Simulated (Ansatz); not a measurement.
Stepwise reaction of `[F][Sn]([F])([F])[SH]` with hydrogen sulfide, as a gas-phase model of exchange steps in deposition or etching. ΔE in kJ/mol.

Computed with Ansatz on PBE0-D4/def2-TZVP structures; ΔE is electronic, products minus reactants. CCSD(T)/CBS adds triple-zeta CCSD(T) − MP2 to the extrapolated MP2 energy (def2 sets, frozen cores). This one scheme is used for every species. Functionals use def2-TZVPP. B3LYP here is the variant with VWN-RPA as its local correlation; programs differ in this. def2 core potentials past Kr. For Sn outer-core shells are correlated without core-valence functions, which leaves a few kJ/mol of doubt a bond. One conformer a species, not always the lowest.

```json
{"step": "1", "reaction": "`[F][Sn]([F])([F])[SH]` + H₂S → `[F][Sn]([F])([SH])[SH]` + H–F", "PBE-D4": "-23.7", "B3LYP-D4": "-19.1", "ωB97M-V": "-17.5", "CCSD(T)/CBS": "-23.4"}
{"step": "2", "reaction": "`[F][Sn]([F])([SH])[SH]` + H₂S → `[F][Sn]([SH])([SH])[SH]` + H–F", "PBE-D4": "-14.2", "B3LYP-D4": "-9.2", "ωB97M-V": "-8.2", "CCSD(T)/CBS": "-14.9"}
{"step": "3", "reaction": "`[F][Sn]([SH])([SH])[SH]` + H₂S → `[SH][Sn]([SH])([SH])[SH]` + H–F", "PBE-D4": "-8.2", "B3LYP-D4": "-4.1", "ωB97M-V": "-2.3", "CCSD(T)/CBS": "-11.3"}
```

Task: By hand: ΔE of the 3 steps together at CCSD(T)/CBS.

Result: (-23.4) + (-14.9) + (-11.3) = -49.6 kJ/mol, or -16.5 kJ/mol a step.

In ΔE each step is higher than the one before. All are downhill at CCSD(T)/CBS. PBE-D4 differs from CCSD(T)/CBS by -0.3 to 3.1 kJ/mol a step. Isolated molecules leave out the surface, adducts and barriers. Largest T1 diagnostic: 0.015.
